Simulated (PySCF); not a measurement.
Method: PBE-D3(BJ)/def2-TZVP // B3LYP-D3(BJ)/def2-TZVP run with PySCF. Isolated molecules, 0 K electronic values unless said otherwise. One relaxed conformer stands for a flexible species; it need not be the lowest. 

Reference species (SMILES): `C=NCO` (C–N–C–O torsion -130°, N–C–O–H torsion -47°) (neutral, multiplicity 1).

```yaml
HOMO: -6.25 eV
HOMO–LUMO gap: 4.46 eV
```

Changed species: `C1NCO1`.

Q: Predict the effect on the HOMO and HOMO–LUMO gap.

A: the HOMO rises by 0.98 eV, to -5.27 eV; the HOMO–LUMO gap rises by 0.89 eV, to 5.35 eV.
